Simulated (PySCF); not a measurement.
Atomic charges by several schemes

Compound: C₇H₁₃S (charge +1).
Z-matrix (Å and degrees, GFN2-xTB geometry), rows numbered from 1:
```
C 
S   1  1.8054
C   2  1.8379  1  101.18
C   3  1.5319  2  112.95  1  -101.90
C   4  1.5316  3  104.63  2   -86.00
C   5  1.4603  4  106.36  3   -19.01
C   6  1.4509  5  124.63  4   177.73
C   6  1.4566  5  110.94  4     1.10
H   1  1.0858  2  106.54  3   178.50
H   1  1.0863  2  109.59  3   -62.73
H   1  1.0859  2  109.70  3    59.45
H   3  1.0879  2  107.07  1    23.25
H   4  1.0907  3  109.41  2   155.62
H   4  1.0878  3  112.10  2    35.88
H   5  1.0970  4  112.60  3   100.49
H   5  1.0947  4  112.87  3  -141.78
H   7  1.0877  6  112.84  5    20.63
H   7  1.0906  6  111.97  5   146.64
H   7  1.0976  6  108.28  5   -97.93
H   8  1.0969  3  109.32  2  -151.81
H   8  1.0945  3  113.45  2   -33.41
```

Density: PBE0/pcSseg-1 (PySCF); schemes: Mulliken, IAO, Hirshfeld and ESP-fitted. Isolated species at its GFN2-xTB geometry (one conformer only).

Question: Tabulate the Mulliken, IAO, Hirshfeld and ESP-fitted charges.

Answer: In e:

```
atom                 environment  Mulliken     IAO  Hirshfeld  ESP-fitted
  C1             S-methyl carbon    -0.371  -0.501     -0.100      -0.414
  S2              sulfide sulfur    +0.046  +0.109     +0.050      -0.130
  C3  sp3 carbon bound to sulfur    -0.436  -0.187     -0.015      +0.065
  C4             ring CH2 carbon    -0.123  -0.272     -0.062      -0.246
  C5             ring CH2 carbon    -0.135  -0.292     -0.040      -0.184
  C6   formal carbocation centre    -0.284  +0.329     +0.224      +0.469
  C7               methyl carbon    -0.129  -0.448     -0.072      -0.495
  C8             ring CH2 carbon    -0.076  -0.292     -0.048      -0.347
  H9             methyl hydrogen    +0.187  +0.193     +0.074      +0.239
 H10             methyl hydrogen    +0.172  +0.170     +0.061      +0.164
 H11             methyl hydrogen    +0.167  +0.168     +0.059      +0.160
 H12            methine hydrogen    +0.183  +0.170     +0.064      +0.141
 H13          methylene hydrogen    +0.166  +0.164     +0.061      +0.117
 H14          methylene hydrogen    +0.173  +0.176     +0.061      +0.155
 H15          methylene hydrogen    +0.222  +0.223     +0.099      +0.151
 H16          methylene hydrogen    +0.217  +0.216     +0.099      +0.170
 H17             methyl hydrogen    +0.178  +0.196     +0.088      +0.176
 H18             methyl hydrogen    +0.189  +0.208     +0.095      +0.206
 H19             methyl hydrogen    +0.216  +0.235     +0.113      +0.235
 H20          methylene hydrogen    +0.235  +0.231     +0.110      +0.221
 H21          methylene hydrogen    +0.202  +0.204     +0.079      +0.149
```

Mean size of the charges over all atoms: IAO 0.237 e, ESP-fitted 0.221 e, Mulliken 0.196 e, Hirshfeld 0.080 e. Each set sums to the total charge, 1, to within 0.001 e. The Hirshfeld scheme divides the density at each point in proportion to the densities of the neutral, spherically averaged free atoms. The ESP scheme fits charges at the nuclei, held to the total charge, to the electrostatic potential on points at 1.4 to 2.0 times the van der Waals radii.

Lowest charge. The schemes don't all agree: Mulliken C3 (-0.436); IAO C1 (-0.501); Hirshfeld C1 (-0.100); ESP-fitted C7 (-0.495).

Highest charge. The schemes don't all agree: Mulliken H20 (+0.235); IAO C6 (+0.329); Hirshfeld C6 (+0.224); ESP-fitted C6 (+0.469).

Question: Sum the charges by element, for elements with more than one atom.

Answer: 
| element | atoms | Mulliken | IAO | Hirshfeld | ESP-fitted |
| --- | --- | --- | --- | --- | --- |
| C | 7 | -1.553 | -1.664 | -0.113 | -1.153 |
| H | 13 | +2.507 | +2.555 | +1.063 | +2.283 |

Question: How closely do the schemes follow one another over all atoms?

Answer: Correlation coefficient and root-mean-square difference: IAO with Hirshfeld 0.94, 0.181 e; IAO with ESP-fitted 0.93, 0.093 e; Hirshfeld with ESP-fitted 0.93, 0.175 e; Mulliken with IAO 0.72, 0.177 e; Mulliken with Hirshfeld 0.52, 0.181 e; Mulliken with ESP-fitted 0.50, 0.228 e.

The run behind these numbers computed NMR shieldings as well. On one thread of an x86-64 server, on a shared host, this took 40 s wall.
